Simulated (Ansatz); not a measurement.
Geometry optimisation, Ansatz, RKS PBE0-D4/def2-SVP.

Input:

```yaml
crystal:
  periodic: [false, false, false]
  atoms:
    - { symbol: Zn, position_ang: [-0.746985, 0.195096, 0.240798] }
    - { symbol: H, position_ang: [1.09074, -0.671035, -1.73509] }
    - { symbol: O, position_ang: [-2.303403, 0.210457, -0.605047] }
    - { symbol: H, position_ang: [1.150056, -0.495638, -1.053561] }
    - { symbol: "N", position_ang: [0.902412, 0.177948, 1.162888] }
    - { symbol: H, position_ang: [-3.041944, 0.525179, -0.074551] }
    - { symbol: H, position_ang: [1.619214, 0.797725, 0.790473] }
    - { symbol: H, position_ang: [1.329811, -0.739831, 1.274092] }
basis:
  gaussian: { orbitals: def2-SVP }
hamiltonian:
  xc: pbe0
  dispersion: d4
relax:
  f_tol: 0.03
  max_steps: 50
```

Run as:

```bash
$ ansatz run input.yaml --threads 2 --pin off --max-ram 3072MiB --backend cpu --events-out ev --progress --plain --runs-dir out
```

Question: Where does it end, and by what steps?

Answer: It converged. The force dipped under the threshold on the way, but the program's further checks kept it going. After 10 steps the energy has fallen by 0.213 eV; H2 moved furthest, 0.82 Å.

```json
{"step": "0", "energy less start (eV)": "0.0000", "largest force component (eV/Å)": "2.587", "accepted": "yes"}
{"step": "1", "energy less start (eV)": "-0.1601", "largest force component (eV/Å)": "0.533", "accepted": "yes"}
{"step": "2", "energy less start (eV)": "-0.1862", "largest force component (eV/Å)": "0.285", "accepted": "yes"}
{"step": "3", "energy less start (eV)": "-0.2006", "largest force component (eV/Å)": "0.501", "accepted": "yes"}
{"step": "4", "energy less start (eV)": "-0.2040", "largest force component (eV/Å)": "0.292", "accepted": "yes"}
{"step": "5", "energy less start (eV)": "-0.2085", "largest force component (eV/Å)": "0.131", "accepted": "yes"}
{"step": "6", "energy less start (eV)": "-0.2005", "largest force component (eV/Å)": "0.678", "accepted": "no"}
{"step": "7", "energy less start (eV)": "-0.2113", "largest force component (eV/Å)": "0.025", "accepted": "yes"}
{"step": "8", "energy less start (eV)": "-0.2126", "largest force component (eV/Å)": "0.067", "accepted": "yes"}
{"step": "9", "energy less start (eV)": "-0.2130", "largest force component (eV/Å)": "0.055", "accepted": "yes"}
{"step": "10", "energy less start (eV)": "-0.2130", "largest force component (eV/Å)": "0.025", "accepted": "yes"}
```

```xyz
8
Properties=species:S:1:pos:R:3
Zn -0.933 0.259 0.339
H 1.856 -0.881 -1.957
O -2.567 0.352 -0.336
H 1.536 -0.641 -1.305
N 0.731 0.170 1.048
H -3.238 0.648 0.288
H 1.441 0.829 0.744
H 1.173 -0.735 1.179
```

The run took 22 s on 2 threads of Arm Neoverse V1, with other jobs on the host, peak memory 0.17 GiB.
